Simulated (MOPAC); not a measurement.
Input file for MOPAC: PM7 on C2H4F2O (a complex), monomers drawn apart or pushed together.

```
PM7 1SCF PRECISE CHARGE=0 THREADS=1
C2H4F2O

C     -0.33213211 1    -0.10086546 1    -0.01567939 1
O      0.64597051 1    -0.71396437 1     0.31739458 1
H     -0.54541780 1     0.11585582 1    -1.07976486 1
H     -1.06458301 1     0.27577816 1     0.71961310 1
F     -0.02579360 1     0.76903362 1     3.00473647 1
C      0.05018421 1    -0.58158742 1     3.19752780 1
F     -1.15838149 1    -1.12267642 1     2.86071319 1
H      0.23051668 1    -0.77009116 1     4.25668864 1
H      0.80808965 1    -0.98438056 1     2.52841414 1
```

The log:

```
*******************************************************************************
 **                                                                           **
 **                              MOPAC v23.2.5                                **
 **                                                                           **
 *******************************************************************************
 ** MOPAC's Digital Object Identifier: https://doi.org/10.5281/zenodo.6511958 **
 **                                                                           **
 ** Please cite the open-source release paper for use of this MOPAC version:  **
 ** J. E. Moussa and J. J. P. Stewart (2026)                                  **
 ** MOPAC: An open-source semiempirical molecular orbital program             **
 ** J. Open Source Softw., 11(119), 8025, https://doi.org/10.21105/joss.08025 **
 *******************************************************************************

                              PM7 CALCULATION RESULTS

 *******************************************************************************
 *  PM7        - The PM7 Hamiltonian to be used
 *
 *
 *
 *                 CHARGE ON SYSTEM = 0
 *
 *
 *
 *  PRECISE    - TIGHTER CRITERIA TO BE USED
 *  1SCF       - DO 1 SCF AND THEN STOP
 *  THREADS=1  - MULTI-THREADING NOT USED
 *  T=         - A TIME OF 172800.0 SECONDS REQUESTED
 *  DUMP=N     - RESTART FILE WRITTEN EVERY 7200.0 SECONDS REQUESTED
 *******************************************************************************
PM7 1SCF PRECISE CHARGE=0 THREADS=1
 C2H4F2O

   ATOM   CHEMICAL          X               Y               Z
  NUMBER   SYMBOL      (ANGSTROMS)     (ANGSTROMS)     (ANGSTROMS)

     1       C         -0.33213211  *  -0.10086546  *  -0.01567939  *
     2       O          0.64597051  *  -0.71396437  *   0.31739458  *
     3       H         -0.54541780  *   0.11585582  *  -1.07976486  *
     4       H         -1.06458301  *   0.27577816  *   0.71961310  *
     5       F         -0.02579360  *   0.76903362  *   3.00473647  *
     6       C          0.05018421  *  -0.58158742  *   3.19752780  *
     7       F         -1.15838149  *  -1.12267642  *   2.86071319  *
     8       H          0.23051668  *  -0.77009116  *   4.25668864  *
     9       H          0.80808965  *  -0.98438056  *   2.52841414  *



          CARTESIAN COORDINATES

    NO.       ATOM           X           Y           Z

     1         C         -0.3321     -0.1009     -0.0157
     2         O          0.6460     -0.7140      0.3174
     3         H         -0.5454      0.1159     -1.0798
     4         H         -1.0646      0.2758      0.7196
     5         F         -0.0258      0.7690      3.0047
     6         C          0.0502     -0.5816      3.1975
     7         F         -1.1584     -1.1227      2.8607
     8         H          0.2305     -0.7701      4.2567
     9         H          0.8081     -0.9844      2.5284

 General Reference for PM7:
 "Optimization of Parameters for Semiempirical Methods VI: More Modifications to the
 NDDO Approximations and Re-optimization of Parameters", J. J. P. Stewart, J. Mol. Mod., 1:32, 19 (2013)
 https://link.springer.com/article/10.1007/s00894-012-1667-x

           Empirical Formula: C2 H4 O F2  =     9 atoms



      MOLECULAR POINT GROUP   :   Cs


      RHF CALCULATION, NO. OF DOUBLY OCCUPIED LEVELS = 16


 -------------------------------------------------------------------------------
 PM7 1SCF PRECISE CHARGE=0 THREADS=1
 C2H4F2O



     1SCF WAS SPECIFIED, SO BFGS WAS NOT USED
     SCF FIELD WAS ACHIEVED


                              PM7 CALCULATION
                                                       MOPAC v23.2.5 Linux




          FINAL HEAT OF FORMATION =       -123.24039 KCAL/MOL =    -515.63778 KJ/MOL


          COSMO AREA              =        111.11 SQUARE ANGSTROMS
          COSMO VOLUME            =         95.63 CUBIC ANGSTROMS

          IONIZATION POTENTIAL    =         10.372056 EV
          HOMO LUMO ENERGIES (EV) =        -10.372  0.440
          NO. OF FILLED LEVELS    =         16
          MOLECULAR WEIGHT        =         82.0498         POINT GROUP:  Cs

          MOLECULAR DIMENSIONS (Angstroms)

            Atom       Atom       Distance
            H     8    H     3     5.46486
            F     5    F     7     2.20953
            O     2    H     4     2.01674


          SCF CALCULATIONS        =          1





   ATOM   CHEMICAL          X               Y               Z
  NUMBER   SYMBOL      (ANGSTROMS)     (ANGSTROMS)     (ANGSTROMS)

     1       C         -0.33213211  *  -0.10086546  *  -0.01567939  *
     2       O          0.64597051  *  -0.71396437  *   0.31739458  *
     3       H         -0.54541780  *   0.11585582  *  -1.07976486  *
     4       H         -1.06458301  *   0.27577816  *   0.71961310  *
     5       F         -0.02579360  *   0.76903362  *   3.00473647  *
     6       C          0.05018421  *  -0.58158742  *   3.19752780  *
     7       F         -1.15838149  *  -1.12267642  *   2.86071319  *
     8       H          0.23051668  *  -0.77009116  *   4.25668864  *
     9       H          0.80808965  *  -0.98438056  *   2.52841414  *

                             CARTESIAN COORDINATES

   1    C       -0.332132110    -0.100865460    -0.015679390
   2    O        0.645970510    -0.713964370     0.317394580
   3    H       -0.545417800     0.115855820    -1.079764860
   4    H       -1.064583010     0.275778160     0.719613100
   5    F       -0.025793600     0.769033620     3.004736470
   6    C        0.050184210    -0.581587420     3.197527800
   7    F       -1.158381490    -1.122676420     2.860713190
   8    H        0.230516680    -0.770091160     4.256688640
   9    H        0.808089650    -0.984380560     2.528414140


           Empirical Formula: C2 H4 O F2  =     9 atoms



      MOLECULAR POINT GROUP   :   Cs


                  EIGENVALUES
 -40.97592 -40.75648 -31.21883 -24.82758 -22.96177 -18.29043 -17.72872 -17.56154
 -16.64053 -16.11574 -15.31118 -14.99690 -14.58372 -14.23565 -13.19835 -10.37206
   0.43997   2.57829   2.59670   4.40407   4.62478   4.84114   5.02900   5.12711


              NET ATOMIC CHARGES AND DIPOLE CONTRIBUTIONS

  ATOM NO.   TYPE          CHARGE      No. of ELECS.   s-Pop       p-Pop
    1          C           0.223292        3.7767     1.15687     2.61984
    2          O          -0.435343        6.4353     1.87460     4.56075
    3          H           0.100441        0.8996     0.89956
    4          H           0.113117        0.8869     0.88688
    5          F          -0.221864        7.2219     1.97087     5.25099
    6          C           0.150224        3.8498     1.15143     2.69835
    7          F          -0.221743        7.2217     1.97087     5.25088
    8          H           0.130503        0.8695     0.86950
    9          H           0.161374        0.8386     0.83863
 DIPOLE           X         Y         Z       TOTAL
 POINT-CHG.    -0.480     0.301    -0.124     0.580
 HYBRID        -0.094     0.058    -0.024     0.112
 SUM           -0.574     0.359    -0.148     0.693


          ATOMIC ORBITAL ELECTRON POPULATIONS

     Atom    s        px        py        pz
    1  C   1.15687   0.84176   0.72324   1.05484
    2  O   1.87460   1.34358   1.32639   1.89077
    3  H   0.89956
    4  H   0.88688
    5  F   1.97087   1.97834   1.29357   1.97908
    6  C   1.15143   0.85293   0.75715   1.08827
    7  F   1.97087   1.44445   1.85530   1.95113
    8  H   0.86950
    9  H   0.83863

 **********************
 *                    *
 * JOB ENDED NORMALLY *
 *                    *
 **********************




 == MOPAC DONE ==
```

The run finished.

Cost: about 0.020 core-seconds (a rough figure).
